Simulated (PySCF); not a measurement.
CH₃ClOTe, SMILES CO[Te]Cl. Atoms are numbered in the order given.

```xyz
7

Te     0.0086    -0.2091     0.6244
Cl    -1.4019     1.3120    -0.5347
O      1.4968    -0.2816    -0.6717
C      1.2805    -0.9610    -1.8877
H      0.5271    -0.4491    -2.5111
H      2.2405    -0.9566    -2.4273
H      0.9608    -2.0077    -1.7384
```
Charge 0, spin multiplicity 1.

The structure is a stationary point at PBE0-D3(BJ)/def2-SVP. The def2 effective core potentials stand for the cores of Te; spin–orbit coupling is left out. Other conformers were not sampled.

All values below come from r2SCAN/def2-TZVP (PySCF).

ESP charges are fitted to the potential on shells at 1.4 to 2.0 van der Waals radii. Atomic charges (e):

```csv
atom,Löwdin,Mulliken,ESP fit
Te1,0.35,0.47,0.24
Cl2,-0.09,-0.28,___
O3,-0.16,-0.41,___
C4,-0.41,-0.12,___
H5,0.10,0.12,0.07
H6,0.11,0.12,0.11
H7,0.10,0.10,0.06
```

Question: What belongs in the gaps? (Estimate from the structure and the level; the computed values follow.)

Answer: 
- Cl2, ESP fit: -0.16
- O3, ESP fit: -0.24
- C4, ESP fit: -0.08

Computed Mayer and Wiberg (Löwdin basis) orders of the bonds:
```
bond     Mayer  Wiberg
-------  -----  ------
Te1–Cl2   1.03    1.54
Te1–O3    1.01    1.40
O3–C4     0.93    1.61
C4–H5     0.97    0.94
C4–H6     0.96    0.93
C4–H7     0.97    0.94
```
